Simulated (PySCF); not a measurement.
CH₅ISi, SMILES C[SiH2]I. Atoms are numbered in the order given.

```xyz
8

Si     0.6624     1.4669     0.0000
C     -0.8416     2.5868     0.0000
I     -0.0712    -0.9027     0.0000
H      1.4972     1.6646    -1.2157
H      1.4972     1.6646     1.2157
H     -1.4596     2.4071     0.8929
H     -0.5234     3.6428     0.0000
H     -1.4596     2.4071    -0.8929
```

The structure is a stationary point at B3LYP-D3(BJ)/def2-SVP. The def2 effective core potentials stand for the cores of I; spin–orbit coupling is left out.

All values below come from HF/def2-TZVPD (PySCF).

Mulliken values depend strongly on the basis, most of all with diffuse functions as here. ESP charges are fitted to the potential on shells at 1.4 to 2.0 van der Waals radii. Atomic charges (e):

| atom | Mulliken | ESP fit |
|---|---|---|
| Si1 | 0.27 | 0.35 |
| C2 | -0.58 | -0.52 |
| I3 | -0.18 | -0.19 |
| H4 | -0.02 | -0.06 |
| H5 | -0.02 | -0.06 |
| H6 | 0.17 | 0.15 |
| H7 | 0.20 | 0.17 |
| H8 | 0.17 | 0.15 |
